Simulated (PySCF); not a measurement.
# [LaCl2]+ relaxed at several levels

Computed with PySCF 2.14.0, PBE0, def2-SVP on the ligands, density fitting, scalar-relativistic core potentials, no spin-orbit coupling, vacuum. Each row is relaxed at its own level from the same template. Distances are means of the shortest metal–ligand contacts, charges and spins Mulliken's; removal energies are rigid, with the ligand's formal charge and no counterpoise, so too large; for an anion taken off a cation in vacuum most of it is the attraction of opposite charges, and multiply charged cations can part far more cheaply with an electron moved from ligand to metal. lcecp potentials hold a fixed number of 4f electrons in the core, out of states, spins and gaps.

| level | basis on the metal | point group | M–Cl (Å) | charge on M (e) | HOMO–LUMO gap (eV) | removal of one Cl (eV) | strongest infrared band, degenerate modes summed (cm⁻¹) | unstable modes (below −25 cm⁻¹) |
| --- | --- | --- | --- | --- | --- | --- | --- | --- |
| PBE0 | lcecp-1-SVP with ECP46 | C2v | 2.503 | 1.37 | – | 14.12 | 384 | 0 |

(1) What does the calculation give for PBE0, def2-SVP with ECP46?

One start shape was tried for each, so a minimum needn't be the lowest isomer.

## Answers

(1) point group: C2v, M–Cl (Å): 2.507, charge on M (e): 1.31, HOMO–LUMO gap (eV): 5.83, removal of one Cl (eV): 14.10, strongest infrared band, degenerate modes summed (cm⁻¹): 391, unstable modes (below −25 cm⁻¹): 0.
```xyz
3

La    0.0000    0.0000   -0.6115
Cl    2.0309    0.0000    0.8578
Cl   -2.0309    0.0000    0.8578
```
